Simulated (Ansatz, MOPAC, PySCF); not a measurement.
Isomers of CH3NO: 1 is C(N)=O, 2 is C=NO; one conformer of each (the lowest of an xTB search), B3LYP-D3(BJ)/def2-TZVP minima.
Isomer 1 (charge 0, multiplicity 1):
```json
[
 {"atom": "N", "x (Å)": "-0.6935", "y (Å)": "-0.0314", "z (Å)": "-0.0093"},
 {"atom": "C", "x (Å)": "0.6612", "y (Å)": "0.0338", "z (Å)": "0.0080"},
 {"atom": "O", "x (Å)": "1.3082", "y (Å)": "1.0440", "z (Å)": "-0.1452"},
 {"atom": "H", "x (Å)": "-1.2270", "y (Å)": "0.8098", "z (Å)": "-0.1588"},
 {"atom": "H", "x (Å)": "-1.1758", "y (Å)": "-0.9022", "z (Å)": "0.1246"},
 {"atom": "H", "x (Å)": "1.1269", "y (Å)": "-0.9540", "z (Å)": "0.1806"}
]
```
Isomer 2 (charge 0, multiplicity 1):
```xyz
6

C     -0.8739     0.0868     0.0632
N      0.1966    -0.5864     0.0910
O      1.3165     0.2129    -0.1578
H     -1.7923    -0.4553     0.2463
H     -0.8935     1.1568    -0.1328
H      2.0466    -0.4148    -0.1075
```

No zero-point or thermal terms.

Frozen-core correlation. CBS(a, b) extrapolates the correlation energy as X⁻³ and adds the Hartree–Fock energy of set b. Rows in 3-21G, 6-311+G**, 6-31G*, STO-3G carry no dispersion term and start afresh at each structure (6-31G* with six Cartesian d functions). The state that AM1, PM6, PM7 reach isn't checked; PM7 holds dispersion and hydrogen-bond terms.

The values were computed with Ansatz (Gaussian basis) for Hartree–Fock, density functionals and correlated methods; MOPAC for AM1, PM6, PM7 (differences of heats of formation); PySCF for 3-21G rows, 6-311+G** rows, 6-31G* rows, STO-3G rows, the dispersion terms. 

Other levels give for the electronic energy of isomer 2 less that of isomer 1: PBE/def2-TZVPP 2.189; B3LYP/def2-TZVPP 2.247; B3LYP-D3(BJ)/def2-TZVPP 2.251; wB97M-V/def2-TZVPP 2.246; CCSD(T)/CBS(cc-pVTZ, cc-pVQZ) 2.202 eV.

### Question
What do these common cheap choices give for the same quantity: AM1, PM6, PM7, HF/STO-3G, HF/3-21G, BP86/6-31G*, B3LYP/6-31G*, B3LYP/6-311+G**?

### Answer
AM1 2.059; PM6 1.871; PM7 1.791; HF/STO-3G 0.957; HF/3-21G 2.418; BP86/6-31G* 2.126; B3LYP/6-31G* 2.193; B3LYP/6-311+G** 2.261 eV. They span 0.957 to 2.418 eV.

Ansatz is an electronic-structure program.
